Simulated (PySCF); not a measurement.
**Assignment exercise: C5H5FN2**

Molfile (atoms numbered from 1):
```
C5H5FN2
     RDKit          3D

 13 12  0  0  0  0  0  0  0  0999 V2000
   -1.3816    0.4830   -0.3384 C   0  0  0  0  0  0  0  0  0  0  0  0
   -0.5864   -0.7192    0.1538 C   0  0  0  0  0  0  0  0  0  0  0  0
    0.9207   -0.4132    0.2530 C   0  0  0  0  0  0  0  0  0  0  0  0
    1.5841   -1.5454    0.7052 F   0  0  0  0  0  0  0  0  0  0  0  0
    1.1699    0.6849    1.1844 C   0  0  0  0  0  0  0  0  0  0  0  0
    1.3496    1.5402    1.9171 N   0  0  0  0  0  0  0  0  0  0  0  0
    1.4617   -0.0349   -1.0510 C   0  0  0  0  0  0  0  0  0  0  0  0
    1.8686    0.2568   -2.0757 N   0  0  0  0  0  0  0  0  0  0  0  0
   -1.2703    1.3273    0.3393 H   0  0  0  0  0  0  0  0  0  0  0  0
   -1.0509    0.7876   -1.3296 H   0  0  0  0  0  0  0  0  0  0  0  0
   -2.4357    0.2247   -0.3931 H   0  0  0  0  0  0  0  0  0  0  0  0
   -0.7059   -1.5648   -0.5280 H   0  0  0  0  0  0  0  0  0  0  0  0
   -0.9282   -1.0265    1.1452 H   0  0  0  0  0  0  0  0  0  0  0  0
  1  2  1  0
  2  3  1  0
  3  4  1  0
  3  5  1  0
  5  6  3  0
  3  7  1  0
  7  8  3  0
  1  9  1  0
  1 10  1  0
  1 11  1  0
  2 12  1  0
  2 13  1  0
M  END
```

All values are calculated (PySCF 2.14.0 with density-fitted response routines): σ from GIAO-PBE0/pcSseg-1, coordinates at the GFN2-xTB level. Relativity neglected, no solvent model, a single conformation, rapidly exchanging positions averaged.

Scale: 13C and 1H vs TMS (reference shieldings calculated alike).

(1) Assign these signals to the numbered atoms. 13C{1H} NMR (computed): δ 117.6, 80.9, 38.4, 11.0.

(2) Assign these signals to the numbered atoms. 1H NMR (600 MHz, computed): δ 2.37 (m, 2H), 1.36 (t, 3H).

Results:

(1) 
| δ (ppm) | atoms | environment | reason |
| --- | --- | --- | --- |
| 117.6 | C5/C7 | nitrile carbon | C≡N carbons fall here, among the sp2 signals but without a proton |
| 80.9 | C3 | fully substituted sp3 carbon bonded to F, α to a nitrile | the inductive effect lowers its shielding |
| 38.4 | C2 | sp3 CH2 | saturated and bonded to C and H only |
| 11.0 | C1 | methyl carbon | a saturated carbon with 1 carbon neighbour and no heteroatom attached |

(2) 
| δ (ppm) | atoms | environment | reason |
| --- | --- | --- | --- |
| 2.37 | H12/H13 | hydrogen on an sp3 CH2 | – |
| 1.36 | H9/H10/H11 | hydrogen on a methyl carbon | far from electronegative atoms and π systems |

Splittings by 19F in the carbon and heteronuclear signals aren't shown, as no couplings were computed. Shifts are as computed. Against solution values, carbons near 30 ppm lie about +3 ppm off and those near 130 ppm about +5 ppm (rms about the fit 2.1 ppm; single classes can miss by 10 ppm). Of 1328 compounds with measured shifts, 309 miss one by over three times the rms of a fit or turn the order of signals round; such compounds aren't used in these exercises. Signals without a measured value on file couldn't be tested in this way; 1H shifts scatter by 0.2 ppm about their fit, and single ones miss by 0.5 ppm. No couplings were computed; multiplicities are counted from neighbouring protons, with m where these are inequivalent, close in shift, in a saturated or five-membered ring or joined by F or P, and br s for small geminal =CH2 splittings.
